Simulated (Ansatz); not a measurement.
```yaml
crystal:
  periodic: [false, false, false]
  atoms:
    - {symbol: P, position_ang: [0.396372, 0.773444, -0.105754]}
    - {symbol: P, position_ang: [0.664996, -0.840926, -1.769162]}
    - {symbol: P, position_ang: [-0.915481, -0.457935, 1.144454]}
    - {symbol: P, position_ang: [2.189621, 1.085246, 1.141244]}
    - {symbol: Ga, position_ang: [-3.154484, -0.536966, -0.666143]}
    - {symbol: Ga, position_ang: [0.483934, -2.236511, 0.090505]}
    - {symbol: Ga, position_ang: [-1.992309, 1.605462, -3.417874]}
    - {symbol: Ga, position_ang: [-1.173668, 3.022578, -0.382832]}
    - {symbol: Ga, position_ang: [2.636835, -1.262745, 1.017387]}
    - {symbol: Ga, position_ang: [0.684920, 0.339651, 2.739992]}
    - {symbol: F, position_ang: [-2.734410, 1.415235, -1.155923]}
    - {symbol: F, position_ang: [-0.134266, -3.880184, 0.143474]}
    - {symbol: F, position_ang: [-1.039872, -0.501196, -2.258122]}
    - {symbol: F, position_ang: [-0.891911, 2.901265, -2.414826]}
    - {symbol: F, position_ang: [4.269070, -1.770517, 1.513024]}
    - {symbol: F, position_ang: [0.658750, 0.372126, 4.455906]}
basis:
  gaussian: {orbitals: cc-pVTZ, fitting: {mean_field: def2-universal-jkfit}, nuclear_model: gaussian}
hamiltonian: {xc: {name: SPW92}}
scf: {omitted_lower_state_checks: [starts]}
```

```sh
$ ansatz run in.yaml --threads 2 --pin off --events-out ev --progress --plain --max-ram 32768MiB --backend cuda --devices 0, --max-vram 18GiB
```

Output, abridged:

```
Functional definition: SPW92
2570 factors; integrals over basis functions are off by at most 9.0e-1 eV
mean field evaluation 1: about -367000.2623 eV, gradient 1.1e2 eV
mean field evaluation 2: about -366845.6771 eV, gradient 3.3e2 eV
mean field evaluation 4: about -367016.0497 eV, gradient 2.6e1 eV
mean field evaluation 8: about -367017.7327 eV, gradient 1.1e0 eV
mean field evaluation 16: about -367017.7345 eV, gradient 1.2e-3 eV
mean field -367017.73453321 eV, -13487.6529705399 hartree, gradient 5.5e-5 eV, S^2 0.000000; 0 other end points of the search recorded, 0 dependent functions left out
reference -367017.73460633 eV, -13487.6529732271 hartree; 150, 150 occupied and 424, 424 virtual orbitals, 2570 factors
Total energy: -367017.73460633 eV, -13487.6529732271 hartree
Checks for a lower state left out: starts
```

Run time 4.9 s (2 threads of AMD EPYC 7R13 on a shared host and a share (18 GiB) of an NVIDIA H100 80GB HBM3), peak host memory 1 GiB.
